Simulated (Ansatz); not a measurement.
Breaking a bond: NaF, singlet.

Methods: RCCSDT(Q) = CCSDT(Q) on RHF/def2-SVP, frozen core in Ansatz (an electronic-structure program); UKS-PBE = unrestricted PBE/def2-SVP in Ansatz; RCCSD(T) = Ansatz with CCSD(T) on RHF/def2-SVP, frozen core.

Total energies in hartree (comparable only within one method and basis):

```csv
R / Å,RCCSDT(Q),UKS-PBE,RCCSD(T)
1.52,-261.31002,-261.74233,-261.30940
1.62,-261.35188,-261.78214,-261.35124
1.76,-261.37893,-261.80791,-261.37826
1.83,-261.38395,-261.81274,-261.38326
1.86,-261.38493,-261.81371,-261.38423
1.92,-261.38526,-261.81416,-261.38455
1.96,-261.38453,-261.81356,-261.38380
1.99,-261.38358,-261.81274,-261.38285
2.11,-261.37740,-261.80715,-261.37663
2.24,-261.36812,-261.79860,-261.36731
2.41,-261.35425,-261.78584,-261.35339
2.59,-261.33911,-261.77203,-261.33820
2.87,-261.31656,-261.75189,-261.31557
3.18,-261.29407,-261.73277,-261.29304
3.47,-261.27569,-261.71903,-261.27471
3.88,-261.25452,-261.70522,-261.25432
4.31,-261.23944,-261.69575,-261.24827
4.80,—,-261.68902,—
5.12,—,-261.68604,—
5.74,—,-261.68215,—
6.70,—,-261.67884,—
7.65,—,-261.67708,—
```

Dashes: no converged value, or the column stops at the first point that the program doubted or that broke a chosen test of continuity, which isn't proof of a fault.

The T1 diagnostic of CCSD on the restricted reference of RCCSDT(Q), RCCSD(T) exceeds 0.045 at 3.47 to 6.70 Å. The unrestricted determinant behind UKS-PBE is spin-contaminated at 3.18 to 7.65 Å (<S²> up to 0.6, against 0.00 for a pure singlet).
